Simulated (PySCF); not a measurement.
Species: C6H9O2P.
SMILES with atom numbers: `[CH:1]#[C:2][CH2:3][P@:4](=[O:5])([OH:6])[CH2:7][CH:8]=[CH2:9]` (hydrogens: H10 on C1; H11, H12 on C3; H13 on O6; H14, H15 on C7; H16 on C8; H17, H18 on C9)

Structure used (PBE0-D3(BJ)/def2-SVP), in Å, numbered top down from 1:
```xyz
18
C6H9O2P angstrom
C      3.0957    0.7253   -2.0517
C      2.5925   -0.2685   -1.5779
C      1.9547   -1.4339   -0.9986
P      0.4668   -1.0082   -0.0206
O      0.7055   -0.2848    1.2554
O     -0.1624   -2.5033    0.1620
C     -0.6785   -0.1634   -1.1538
C     -1.9165    0.2317   -0.4153
C     -3.1168   -0.3203   -0.5988
H      3.5552    1.6031   -2.4670
H      2.6276   -1.9490   -0.2925
H      1.6622   -2.1660   -1.7693
H     -0.5841   -2.5682    1.0291
H     -0.8972   -0.8339   -1.9995
H     -0.1360    0.7174   -1.5368
H     -1.7822    0.9996    0.3545
H     -3.9817   -0.0039   -0.0104
H     -3.2803   -1.1013   -1.3485
```

The calculation used PySCF, TDDFT B3LYP/def2-SVPD, vertical, gas phase, core orbitals frozen in the response.

Ground-to-excited transition dipoles (e·a0, same axes as the geometry; the sign carries no meaning), for the states with f of 0.002 or more among the lowest 8:

| state | E (eV) | μx | μy | μz |
| --- | --- | --- | --- | --- |
| S1 | 6.185 | -0.989 | -0.135 | 0.181 |
| S3 | 6.427 | -0.156 | -0.081 | 0.103 |
| S4 | 6.537 | 0.045 | -0.087 | 0.073 |
| S5 | 6.571 | -0.050 | 0.053 | -0.104 |
| S6 | 6.788 | 0.368 | 0.077 | -0.001 |
| S7 | 6.935 | -0.067 | 0.118 | -0.157 |
| S8 | 6.986 | -0.662 | 0.025 | -0.098 |

Work out the oscillator strengths.

f = (2/3) ΔE |μ|² with ΔE in hartree (27.2114 eV).

```tsv
state	|μ|² (au)	|μ| (D)	f
S1	1.029	2.58	0.156
S3	0.041	0.52	0.006
S4	0.015	0.31	0.002
S5	0.016	0.32	0.003
S6	0.141	0.96	0.024
S7	0.043	0.53	0.007
S8	0.448	1.70	0.077
```

Which bond between heavy atoms lies closest to the direction of the S1 transition dipole?

C8–C9, at 25° from it; next C7–C8 and C3–P4 at 31°.

What angle do the transition dipoles of S6 and S8 make?

|cos θ| = |μa·μb| / (|μa| |μb|) = 0.96, so θ ≈ 16° (taken between 0 and 90°, since the signs are arbitrary).

What peak molar absorption coefficient would the strongest computed level give as a lone Gaussian band 0.4 eV wide at half height?

ε(max) = 2.175×10⁸ f / FWHM, with the width in cm⁻¹. S1: 2.175×10⁸ × 0.1560 / 3226 ≈ 11000 L mol⁻¹ cm⁻¹.

All these states lie below the vertical ionisation energy of 9.07 eV (ΔSCF).

One conformer stands for the species.
